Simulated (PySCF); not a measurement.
CH5BrClNSi, SMILES C[Si](N)(Cl)Br. Atoms are numbered in the order given.

```xyz
10

C      1.7499    -1.3589     0.3687
Si     0.2261    -0.5854    -0.3470
N     -0.8683    -1.7683    -0.9209
Cl     0.6842     0.6163    -1.9624
Br    -0.6462     0.7658     1.2203
H      1.4908    -1.9896     1.2332
H      2.2475    -1.9804    -0.3907
H      2.4477    -0.5812     0.7109
H     -1.1443    -2.5239    -0.3020
H     -1.6427    -1.4792    -1.5093
```
Charge 0, spin multiplicity 1.

Geometry: PBE0-D3(BJ)/def2-SVP. The values are those of a single conformer.

All values below come from PySCF with CAM-B3LYP/def2-TZVP.

Gas-phase values at a fixed geometry.

Q: Estimate the frontier levels, gap, dipole moment and polarisability. (The exact figures need the calculation; the answer reports its results.)

A: 
| Quantity | Result |
|---|---|
| highest occupied level | -9.26 eV |
| lowest empty level | 1.30 eV |
| orbital gap | 10.56 eV |
| dipole moment | 2.53 D |
| quadrupole, principal values (traceless, Buckingham form, about the centre of nuclear charge) | -8.34, 2.07, 6.28 D·Å |
| mean static polarisability | 73.3 bohr³ (10.86 Å³) |
| polarisability, principal values | 66.3, 72.3, 81.3 bohr³ |
